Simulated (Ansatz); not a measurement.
C₂HBrCl₂, SMILES `Cl/C=C(/Cl)Br`, 6 atoms. Total charge 0; spin multiplicity 1. Correlated methods include outer-core shells of Br, which these sets cover unevenly. Scalar relativity is left out up to krypton. All runs use 4 threads of a server CPU on a shared host. Correlated methods freeze the cores.

(1) How many basis functions does each run have, and how long does it take in Ansatz? RKS r2SCAN0-D4/def2-TZVPP energy; RHF-CCSD(T)/def2-TZVPP energy; RKS PBE0-D4/def2-QZVPP energy; RKS B97M-V/def2-TZVPP energy; RKS ωB97X-V/def2-TZVPP energy; RKS PBE0-D4/def2-TZVP relaxation (6 steps); RHF-MP2/def2-QZVPP energy; RKS PBE0-D4/def2-SVP energy; RKS ωB97M-V/def2-SVP energy; RHF-CCSD(T)/def2-SVP energy; RKS PBE0-D4/def2-TZVP frequencies; RKS ωB97M-V/def2-QZVPP energy. (Estimate.)

## Answers

(1) Ansatz gave: Other jobs shared the machine, so times are rough.

| level | job | functions | wall time | peak host memory (GiB) |
| --- | --- | --- | --- | --- |
| RKS PBE0-D4/def2-SVP | energy | 101 | 0.8 s | 0.25 |
| RKS ωB97M-V/def2-SVP | energy | 101 | 2.2 s | 0.34 |
| RHF-CCSD(T)/def2-SVP | energy | 101 | 2.4 s | 0.41 |
| RKS r2SCAN0-D4/def2-TZVPP | energy | 208 | 2.8 s | 0.75 |
| RKS B97M-V/def2-TZVPP | energy | 208 | 3.3 s | 0.39 |
| RKS ωB97X-V/def2-TZVPP | energy | 208 | 3.7 s | 0.83 |
| RKS PBE0-D4/def2-QZVPP | energy | 373 | 4.5 s | 1.5 |
| RKS ωB97M-V/def2-QZVPP | energy | 373 | 8.5 s | 1.7 |
| RHF-MP2/def2-QZVPP | energy | 373 | 12 s | 2 |
| RKS PBE0-D4/def2-TZVP | relaxation (6 steps) | 190 | 16 s | 0.65 |
| RHF-CCSD(T)/def2-TZVPP | energy | 208 | 26 s | 3 |
| RKS PBE0-D4/def2-TZVP | frequencies | 190 | 58 s | 0.67 |
